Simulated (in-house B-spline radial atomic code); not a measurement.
A fraction x of an electron is moved 2p → 3d in Cl4+, starting from [Ne] 3s2 3p1 and keeping the highest spin. Level of theory: non-relativistic Hartree-Fock with fractional occupations, spin-polarised, spherical fractional occupations, point nucleus; calculated with an all-electron radial atomic-structure program (B-spline basis).

Caution: exact exchange at fractional occupations of open shells leaves self-interaction of up to several eV.

```
    x  E(x) - E(0) (eV)  2p down level (eV)  3d up level (eV)
    0            0.0000            -283.292                 -
0.125           31.4517            -284.486           -32.694
 0.25           62.9453            -285.625           -33.528
0.375           94.4732            -286.707           -34.368
  0.5                 ?                   ?                 ?
0.625          157.6002            -288.706           -36.068
 0.75                 ?                   ?                 ?
0.875          220.7718            -290.488           -37.793
    1          252.3555            -291.299           -38.665
```

Problem. What belongs in the row x = 0.5?

Solution. An energy change of 126.0273 eV; 2p down at -287.734 eV, 3d up at -35.215 eV.

Problem. What belongs in the row x = 0.75?

Solution. An energy change of 189.1842 eV; 2p down at -289.624 eV, 3d up at -36.927 eV.

Problem. Check Janak's theorem between x = 0.125 and 0.25.

Solution. The slope of the energy is 251.95 eV; the orbital levels give 251.94 eV (ε of the receiving orbital less ε of the emptying one, averaged over the two points).
